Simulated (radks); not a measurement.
Tl, 81 electrons, occupied as [Xe] 4f14 5d9 6s2 6p1 7s1 (not the ground configuration).

All-electron calculation, scalar-relativistic Kohn-Sham, LDA (Slater exchange, Perdew-Wang correlation), spin-polarised, spherical densities, finite nucleus; open shells are filled with parallel spins first (spin-orbit coupling, left out, can overturn this in heavy ions); Fermi nuclear charge, rms radius 5.4759 fm. Program: a radial shooting solver on a logarithmic mesh with Libxc functionals.

Energy parts (hartree):
| part | energy |
|---|---|
| total | -20229.0891 |
| kinetic | 22763.8736 |
| electron-nucleus | -50420.1099 |
| Hartree | 7794.0705 |
| exchange-correlation | -366.9232 |

Orbitals (lengths in bohr, moments of r in powers of bohr):
[
 {"orbital": "1s up", "occ.": "1", "eigenvalue (hartree)": "-3142.877", "<r>": "0.01633", "<1/r>": "99.30"},
 {"orbital": "1s down", "occ.": "1", "eigenvalue (hartree)": "-3142.876", "<r>": "0.01633", "<1/r>": "99.30"},
 {"orbital": "2s up", "occ.": "1", "eigenvalue (hartree)": "-559.9638", "<r>": "0.06880", "<1/r>": "23.32"},
 {"orbital": "2s down", "occ.": "1", "eigenvalue (hartree)": "-559.9602", "<r>": "0.06880", "<1/r>": "23.32"},
 {"orbital": "2p up", "occ.": "3", "eigenvalue (hartree)": "-482.0652", "<r>": "0.06236", "<1/r>": "20.59"},
 {"orbital": "2p down", "occ.": "3", "eigenvalue (hartree)": "-482.0620", "<r>": "0.06236", "<1/r>": "20.59"},
 {"orbital": "3s up", "occ.": "1", "eigenvalue (hartree)": "-133.9009", "<r>": "0.1777", "<1/r>": "8.642"},
 {"orbital": "3s down", "occ.": "1", "eigenvalue (hartree)": "-133.8988", "<r>": "0.1777", "<1/r>": "8.642"},
 {"orbital": "3p up", "occ.": "3", "eigenvalue (hartree)": "-111.4689", "<r>": "0.1794", "<1/r>": "7.846"},
 {"orbital": "3p down", "occ.": "3", "eigenvalue (hartree)": "-111.4667", "<r>": "0.1794", "<1/r>": "7.846"},
 {"orbital": "3d up", "occ.": "5", "eigenvalue (hartree)": "-88.13203", "<r>": "0.1625", "<1/r>": "7.373"},
 {"orbital": "3d down", "occ.": "5", "eigenvalue (hartree)": "-88.12908", "<r>": "0.1625", "<1/r>": "7.373"},
 {"orbital": "4s up", "occ.": "1", "eigenvalue (hartree)": "-30.11306", "<r>": "0.3920", "<1/r>": "3.719"},
 {"orbital": "4s down", "occ.": "1", "eigenvalue (hartree)": "-30.10902", "<r>": "0.3920", "<1/r>": "3.719"},
 {"orbital": "4p up", "occ.": "3", "eigenvalue (hartree)": "-22.75374", "<r>": "0.4179", "<1/r>": "3.348"},
 {"orbital": "4p down", "occ.": "3", "eigenvalue (hartree)": "-22.74963", "<r>": "0.4179", "<1/r>": "3.349"},
 {"orbital": "4d up", "occ.": "5", "eigenvalue (hartree)": "-14.10945", "<r>": "0.4400", "<1/r>": "3.008"},
 {"orbital": "4d down", "occ.": "5", "eigenvalue (hartree)": "-14.10466", "<r>": "0.4400", "<1/r>": "3.008"},
 {"orbital": "5s up", "occ.": "1", "eigenvalue (hartree)": "-5.15044", "<r>": "0.8748", "<1/r>": "1.557"},
 {"orbital": "5s down", "occ.": "1", "eigenvalue (hartree)": "-5.12918", "<r>": "0.8741", "<1/r>": "1.559"},
 {"orbital": "4f up", "occ.": "7", "eigenvalue (hartree)": "-4.53625", "<r>": "0.4676", "<1/r>": "2.605"},
 {"orbital": "4f down", "occ.": "7", "eigenvalue (hartree)": "-4.53023", "<r>": "0.4673", "<1/r>": "2.606"},
 {"orbital": "5p up", "occ.": "3", "eigenvalue (hartree)": "-3.12450", "<r>": "1.002", "<1/r>": "1.331"},
 {"orbital": "5p down", "occ.": "3", "eigenvalue (hartree)": "-3.09991", "<r>": "1.001", "<1/r>": "1.332"},
 {"orbital": "5d up", "occ.": "5", "eigenvalue (hartree)": "-0.86453", "<r>": "1.347", "<1/r>": "0.9751"},
 {"orbital": "5d down", "occ.": "4", "eigenvalue (hartree)": "-0.83625", "<r>": "1.345", "<1/r>": "0.9765"},
 {"orbital": "6s up", "occ.": "1", "eigenvalue (hartree)": "-0.55678", "<r>": "2.303", "<1/r>": "0.5548"},
 {"orbital": "6s down", "occ.": "1", "eigenvalue (hartree)": "-0.52659", "<r>": "2.302", "<1/r>": "0.5552"},
 {"orbital": "6p up", "occ.": "1", "eigenvalue (hartree)": "-0.23089", "<r>": "3.148", "<1/r>": "0.4018"},
 {"orbital": "6p down", "occ.": "0", "eigenvalue (hartree)": "-0.20068", "<r>": "3.163", "<1/r>": "0.4006"},
 {"orbital": "7s up", "occ.": "1", "eigenvalue (hartree)": "-0.07219", "<r>": "6.743", "<1/r>": "0.1837"},
 {"orbital": "7s down", "occ.": "0", "eigenvalue (hartree)": "-0.05200", "<r>": "7.252", "<1/r>": "0.1707"}
]

The highest occupied level is 7s up at -1.964 eV. The configuration is held as typed, so some empty levels lie below it. The spin density at the nucleus is 18.07 e/bohr^3 (1s -0.29, 2s -0.65, 3s -0.02, 4s 0.44, 5s -5.17, 6s -0.55, 7s 24.32). Summed over all electrons, <r^2> = 110.0 bohr^2, which gives a Langevin (diamagnetic) susceptibility term of -87.2 x 10^-6 cm^3/mol.
